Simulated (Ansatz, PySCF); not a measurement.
Process, species as SMILES: C[SiH](C)[SiH3] -> [SiH3] (SiH3) + C[SiH]C (the Si-Si bond at the site shown breaks; other sites are not compared here)
Each molecule is optimised on its own at B3LYP-D3(BJ)/def2-TZVP (Ansatz, a quantum-chemistry and plane-wave program). Frequencies are from Ansatz or PySCF.

Property: bond dissociation energy (enthalpy at 298 K, with B3LYP-D3(BJ) rigid-rotor harmonic-oscillator terms), in eV. Correlated levels leave the core frozen unless marked. Open shells are spin-unrestricted. Spin-orbit coupling is left out. No relativistic terms. Basis-set limits of correlation are two-point, X^-3; Hartree-Fock from the larger set.

CCSD(T)/CBS(cc-pV(T+d)Z,cc-pV(Q+d)Z) (Ansatz) gives 3.38 eV.

Problem. Another calculation gave 3.44 eV. Which level was it?
(A) wB97X-V/def2-TZVPD (Ansatz)
(B) SVWN5/def2-TZVPD (Ansatz)
(C) BHLYP/def2-TZVPD (Ansatz)
(D) revPBE/def2-TZVPD (Ansatz)

Solution. A, wB97X-V/def2-TZVPD (Ansatz). The others give 3.11 (BHLYP), 3.62 (SVWN5), 2.95 (revPBE) eV.
